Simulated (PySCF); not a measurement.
Species: C₂H₇FSi₂.
Cartesian coordinates in Å at the PBE0-D3(BJ)/def2-SVP level; atoms count from 1:
```
atom  x, y, z in Å
F1     0.319   -2.158   -1.042
C2     0.189   -0.805   -0.829
C3    -1.102   -0.418   -0.099
Si4   -0.523    1.271    0.601
Si5    1.468    0.081    0.320
H6     0.211   -0.302   -1.816
H7    -1.229   -1.087    0.771
H8    -2.017   -0.479   -0.709
H9    -0.725    2.404   -0.352
H10   -1.061    1.636    1.944
H11    1.789   -0.772    1.504
H12    2.722    0.603   -0.300
```

Jobs on this species (12 atoms, 56 electrons) with PySCF (density fitting). Hardware of each: Arm Neoverse V1, one thread, shared host. Times come from a shared host and carry two figures at best. Peak memory is the resident size of the whole Python process, interpreter and libraries included.

```json
{"level and settings": "delta-SCF UKS HF, pcX-2 on the ionised atom, pcseg-1 elsewhere, spin-free X2C", "work": "ΔSCF core ionisation, 7 holes", "basis functions": "155", "SCF cycles": "?", "wall time": "?", "peak memory": "?"}
{"level and settings": "delta-SCF UKS PBE0, pcX-2 on the ionised atom, pcseg-1 elsewhere, spin-free X2C", "work": "ΔSCF core ionisation, 7 holes", "basis functions": "155", "SCF cycles": "?", "wall time": "?", "peak memory": "?"}
{"level and settings": "PBE0-D3(BJ)/def2-SVP, grid level 1", "work": "geometry optimisation from a GFN2-xTB start shaken at random", "basis functions": "113", "SCF cycles": "68", "wall time": "55 s", "peak memory": "0.50 GiB"}
{"level and settings": "delta-SCF UKS SCAN, pcX-2 on the ionised atom, pcseg-1 elsewhere, spin-free X2C", "work": "ΔSCF core ionisation, 7 holes", "basis functions": "155", "SCF cycles": "104", "wall time": "47 s", "peak memory": "0.58 GiB"}
{"level and settings": "delta-SCF UKS PBE, pcX-2 on the ionised atom, pcseg-1 elsewhere, spin-free X2C", "work": "ΔSCF core ionisation, 7 holes", "basis functions": "155", "SCF cycles": "99", "wall time": "28 s", "peak memory": "0.60 GiB"}
{"level and settings": "delta-SCF UKS SCAN, pcX-2 on the ionised atom, pcseg-1 elsewhere, non-relativistic", "work": "ΔSCF core ionisation, 7 holes", "basis functions": "155", "SCF cycles": "103", "wall time": "45 s", "peak memory": "0.54 GiB"}
{"level and settings": "delta-SCF UKS B3LYP, pcX-2 on the ionised atom, pcseg-1 elsewhere, spin-free X2C", "work": "ΔSCF core ionisation, 7 holes", "basis functions": "155", "SCF cycles": "90", "wall time": "51 s", "peak memory": "0.60 GiB"}
{"level and settings": "delta-SCF UKS SCAN, def2-TZVP on the ionised atom, pcseg-1 elsewhere, spin-free X2C", "work": "ΔSCF core ionisation, 7 holes", "basis functions": "132", "SCF cycles": "100", "wall time": "41 s", "peak memory": "0.47 GiB"}
{"level and settings": "delta-SCF UKS SCAN, pcX-1 on the ionised atom, pcseg-1 elsewhere, spin-free X2C", "work": "ΔSCF core ionisation, 7 holes", "basis functions": "135", "SCF cycles": "101", "wall time": "37 s", "peak memory": "0.51 GiB"}
```

Task: Fill in the missing figures.

Result: 
- delta-SCF UKS HF, pcX-2 on the ionised atom, pcseg-1 elsewhere, spin-free X2C; ΔSCF core ionisation, 7 holes: 33 s, 0.56 GiB, 92 SCF cycles
- delta-SCF UKS PBE0, pcX-2 on the ionised atom, pcseg-1 elsewhere, spin-free X2C; ΔSCF core ionisation, 7 holes: 51 s, 0.64 GiB, 89 SCF cycles

Task: What do all jobs in the table cost together?

Result: About 6.5 min; the longest takes about 14 % of that, and about 2 times as long as the shortest.
